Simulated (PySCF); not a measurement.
1,1-difluoroethane cation (C₂H₄F₂), SMILES CC(F)F (connectivity only; charge and spin as stated), charge +1, multiplicity 2. Atoms are numbered in the order given.

```xyz
8

C     -1.4949     0.1005     0.0000
C      0.1858    -0.3178     0.0000
F      0.7229     0.1217    -1.0726
F      0.7229     0.1217     1.0726
H     -1.3451     1.1945     0.0000
H     -1.8928    -0.3276    -0.9283
H     -1.8928    -0.3276     0.9283
H     -0.0278    -1.4253     0.0000
```
Charge +1, spin multiplicity 2.

The structure is a stationary point at PBE0-D3(BJ)/def2-SVP. The spin state was assumed, not searched.

These are CAM-B3LYP/def2-TZVPD run with PySCF values and carry that method's errors.

Mulliken values depend strongly on the basis, most of all with diffuse functions as here. ESP charges are fitted to the potential on shells at 1.4 to 2.0 van der Waals radii. Atomic charges (e):

```json
[
 {"atom": "C1", "meta-Löwdin": "-0.20", "Mulliken": "-0.81", "ESP fit": "-0.36", "Mulliken spin": "0.35"},
 {"atom": "C2", "meta-Löwdin": "0.57", "Mulliken": "0.52", "ESP fit": "0.21", "Mulliken spin": "0.22"},
 {"atom": "F3", "meta-Löwdin": "-0.11", "Mulliken": "-0.09", "ESP fit": "0.04", "Mulliken spin": "0.12"},
 {"atom": "F4", "meta-Löwdin": "-0.11", "Mulliken": "-0.09", "ESP fit": "0.04", "Mulliken spin": "0.12"},
 {"atom": "H5", "meta-Löwdin": "0.21", "Mulliken": "0.35", "ESP fit": "0.29", "Mulliken spin": "0.06"},
 {"atom": "H6", "meta-Löwdin": "0.20", "Mulliken": "0.41", "ESP fit": "0.25", "Mulliken spin": "0.00"},
 {"atom": "H7", "meta-Löwdin": "0.20", "Mulliken": "0.41", "ESP fit": "0.25", "Mulliken spin": "0.00"},
 {"atom": "H8", "meta-Löwdin": "0.23", "Mulliken": "0.30", "ESP fit": "0.28", "Mulliken spin": "0.13"}
]
```
